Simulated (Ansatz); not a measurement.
Geometry optimisation, RKS LDA/def2-SVP (Ansatz 0.2.0).

input.yaml

```yaml
crystal:
  periodic: [false, false, false]
  atoms:
    - { symbol: B, position_ang: [0.081795, -0.562396, -0.226525] }
    - { symbol: H, position_ang: [-0.13553, 0.410038, 1.951688] }
    - { symbol: F, position_ang: [1.181463, 0.163996, -0.30366] }
    - { symbol: F, position_ang: [-1.04978, -0.048473, -0.673123] }
    - { symbol: "N", position_ang: [0.121652, -1.929536, 0.305206] }
    - { symbol: H, position_ang: [-0.705138, -2.527219, 0.322198] }
    - { symbol: H, position_ang: [0.992851, -2.355658, 0.622814] }
    - { symbol: H, position_ang: [-0.171513, -0.314352, 1.868801] }
basis:
  gaussian: { orbitals: def2-SVP }
hamiltonian:
  xc: lda
relax:
  f_tol: 0.03
  max_steps: 50
```

Run as:

```bash
$ ansatz run input.yaml --threads 1 --pin off --max-ram 2048MiB --backend cpu --events-out ev --progress --plain --runs-dir out
```

Q: Where does it end, and by what steps?

A: The run converged. The force dipped under the threshold on the way, but the program's further checks kept it going. After 19 steps the energy has fallen by 0.213 eV; H2 moved furthest, 0.98 Å.

```json
{"step": "0", "energy less start (eV)": "0.0000", "largest force component (eV/Å)": "2.356", "accepted": "yes"}
{"step": "1", "energy less start (eV)": "-0.1740", "largest force component (eV/Å)": "1.114", "accepted": "yes"}
{"step": "2", "energy less start (eV)": "-0.1938", "largest force component (eV/Å)": "0.266", "accepted": "yes"}
{"step": "3", "energy less start (eV)": "-0.1963", "largest force component (eV/Å)": "0.104", "accepted": "yes"}
{"step": "4", "energy less start (eV)": "-0.1978", "largest force component (eV/Å)": "0.028", "accepted": "yes"}
{"step": "5", "energy less start (eV)": "-0.1999", "largest force component (eV/Å)": "0.082", "accepted": "yes"}
{"step": "6", "energy less start (eV)": "-0.1888", "largest force component (eV/Å)": "0.713", "accepted": "no"}
{"step": "7", "energy less start (eV)": "-0.2024", "largest force component (eV/Å)": "0.028", "accepted": "yes"}
{"step": "8", "energy less start (eV)": "-0.2028", "largest force component (eV/Å)": "0.250", "accepted": "yes"}
{"step": "9", "energy less start (eV)": "-0.2050", "largest force component (eV/Å)": "0.099", "accepted": "yes"}
{"step": "10", "energy less start (eV)": "-0.2069", "largest force component (eV/Å)": "0.027", "accepted": "yes"}
{"step": "11", "energy less start (eV)": "-0.2060", "largest force component (eV/Å)": "0.333", "accepted": "no"}
{"step": "12", "energy less start (eV)": "-0.2087", "largest force component (eV/Å)": "0.037", "accepted": "yes"}
{"step": "13", "energy less start (eV)": "-0.2099", "largest force component (eV/Å)": "0.109", "accepted": "yes"}
{"step": "14", "energy less start (eV)": "-0.2109", "largest force component (eV/Å)": "0.099", "accepted": "yes"}
{"step": "15", "energy less start (eV)": "-0.2121", "largest force component (eV/Å)": "0.126", "accepted": "yes"}
{"step": "16", "energy less start (eV)": "-0.2121", "largest force component (eV/Å)": "0.129", "accepted": "yes"}
{"step": "17", "energy less start (eV)": "-0.2132", "largest force component (eV/Å)": "0.044", "accepted": "yes"}
{"step": "18", "energy less start (eV)": "-0.2132", "largest force component (eV/Å)": "0.067", "accepted": "no"}
{"step": "19", "energy less start (eV)": "-0.2134", "largest force component (eV/Å)": "0.005", "accepted": "yes"}
```

```xyz
8
Properties=species:S:1:pos:R:3
B 0.149 -0.667 -0.627
H -0.303 0.108 2.869
F 1.288 -0.071 -0.950
F -0.961 -0.230 -1.204
N 0.120 -1.719 0.289
H -0.745 -2.198 0.543
H 0.965 -2.077 0.737
H -0.197 -0.309 2.210
```

Whether the end is a true minimum wasn't checked by a vibrational analysis.

Run time: 19 s on 1 thread of Arm Neoverse V2 (shared host), peak memory 0.13 GiB.
